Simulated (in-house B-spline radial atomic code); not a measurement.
## S7+: [He] 2s2 2p5

Method: non-relativistic HSE06, spin-polarised, spherical fractional occupations, point nucleus. Calculated with a B-spline radial code for spherical atoms.

Screening seen three ways: the hydrogenic charge with the same mean radius, Z_r = [3n² - l(l+1)]/(2<r>), the one with the same energy, Z_e = n√(-2ε), and Slater's rules. Values are occupation-weighted means over spin.

| shell | electrons | ε (eV) | <r> (bohr) | Z_r | Z_e | Slater |
| --- | --- | --- | --- | --- | --- | --- |
| 1s | 2 | -2594.8 | 0.09714 | 15.44 | 13.81 | 15.70 |
| 2s | 2 | -366.1 | 0.4639 | 12.93 | 10.37 | 12.20 |
| 2p | 5 | -312.32 | 0.4205 | 11.89 | 9.58 | 12.20 |

The least bound orbital is 2p down at -307 eV, while the most diffuse is 2s down (<r> = 0.4651 bohr against 0.4228 bohr): energy order and size order differ.

Caution: exact exchange at fractional occupations of open shells leaves self-interaction of up to several eV.
